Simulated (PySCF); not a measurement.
**Worked example: oscillator strength and radiative lifetime**

In(Cl)2(OAc) (C₂H₃Cl₂InO₂), SMILES O=C(C)[O][In]([Cl])[Cl].

Coordinates come from a PBE-D3(BJ)/def2-SVP optimisation. The def2 effective core potentials stand for the cores of In; spin–orbit coupling is left out. The values are those of a single conformer.

TDA-ωB97X/def2-SVPD (PySCF) puts the first singlet state with f over 0.02 at 5.72 eV (vertical), with the transition dipole (0.301, 0.106, -0.305) in atomic units.

Q: Find the oscillator strength, the wavelength and the radiative lifetime that this transition would have in vacuum if emission retraced absorption.

A: 
|μ|² = 0.1949 au, so |μ| = 1.12 D. ΔE = 5.72/27.211 = 0.2102 hartree. f = (2/3) ΔE |μ|² = 0.027 (the program prints 0.027).
λ = 1239.84/5.72 = 217 nm; ν = 46135 cm⁻¹.
Einstein's coefficient A = 0.6670 ν² f s⁻¹ (ν in cm⁻¹) = 3.9e7 s⁻¹, so τ = 1/A = 26 ns. This state is S1. The figure is the radiative limit of this one transition; relaxation, internal conversion, crossing to triplets and a medium change what is measured.
